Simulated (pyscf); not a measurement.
HO–SiH₂–SiH₂–OH (SMILES O[SiH2][SiH2]O), singlet

Gas-phase minimum from PySCF at ωB97X-D3(BJ)/def2-SVP, one conformer. HO–SiH₂–SiH₂–OH lies 36.0 kcal/mol over its isomer HO–SiH₂–O–SiH₃ (electronic energy, ωB97M-D3(BJ)/def2-TZVP). 

```
Si
O 1 1.6780
H 2 0.9626 1 117.00
H 1 1.4966 2 111.50 3 -60.33
H 1 1.4967 4 106.91 2 -122.05
Si 1 2.3246 4 110.95 5 -121.05
O 6 1.6781 1 104.92 4 58.60
H 7 0.9626 6 117.05 1 179.58
H 6 1.4966 7 111.51 8 -60.06
H 6 1.4967 9 106.89 7 -122.06
```
Charge 0, spin multiplicity 1.

Properties at ωB97X-D3(BJ)/def2-SVP:

* **Harmonic wavenumbers, unscaled**: 60, 111, 219, 224, 227, 388, 477, 625, 738, 739, 744, 796, 850, 856, 910, 983, 987, 996, 2215, 2222, 2223, 2230, 3929, 3929 cm⁻¹
* **Zero-point energy**: 39.6 kcal/mol
* **Rotational symmetry number**: 2
* **Entropy of this conformer at 298 K and 1 atm, rigid rotor and harmonic oscillator, modes under 100 cm⁻¹ raised to 100**: 338.8 J/(mol K)
* **Dipole moment**: 0.03 D

Single-point totals, which compare only within one level (frozen core for MP2 and CC):

| level | total energy (hartree) |
|---|---|
| ωB97X-D3(BJ)/def2-TZVP | -733.28722 |
| PBE/def2-TZVP | -732.73393 |
| r²SCAN/def2-TZVP | -733.07504 |
| B3LYP-D3(BJ)/def2-TZVP | -733.26589 |
| PBE0-D3(BJ)/def2-TZVP | -732.80111 |
| M06-2X/def2-TZVP | -733.09925 |
| ωB97M-D3(BJ)/def2-TZVP | -733.31780 |
| HF/def2-TZVPP | -731.26200 |
| MP2/def2-TZVPP | -731.99348 |
| CCSD/def2-TZVPP | -732.03338 |
| CCSD(T)/def2-TZVPP | -732.05953 |

Soft torsions are taken as harmonic, which can shift the entropy by several J/(mol K). The CCSD(T) − MP2 part came from Ansatz, without density fitting, on the same reference.
